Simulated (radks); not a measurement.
Results of a calculation; reference values are marked as such.
Q: The silicon ion Si11+, [He] 2s1. Code: a radial shooting solver on a logarithmic mesh with Libxc functionals. Model: non-relativistic Kohn-Sham, r2SCAN, spin-polarised, spherical densities, point nucleus; meta-GGA in the generalised Kohn-Sham scheme. Every spin shell is full or empty, so the densities are truly spherical. Functionals are evaluated on that one density, not self-consistently. Rank these orbital-free kinetic functionals by their error against the exact value of the orbitals, and give that value: Thomas-Fermi, von Weizsacker, TF + vW, TF + vW/9, TF + vW/5, LC94, APBEK, revAPBEK, Perdew 92, Thakkar, Pearson, LKT, PG1, DePristo-Kress, Ernzerhof.

A: Exact: 206.515 hartree. From best to worst, with 100 (|E| - |E exact|)/|E exact| (equal figures are ties): DePristo-Kress -0.09, APBEK +0.21, LC94 +0.26, Thakkar +0.44, TF + vW/9 +0.46, Perdew 92 +0.48, revAPBEK +1.02, Ernzerhof +3.28, Pearson -4.00, von Weizsacker -6.88, TF + vW/5 +8.73, Thomas-Fermi -9.89, PG1 +47.76, LKT +54.96, TF + vW +83.23.
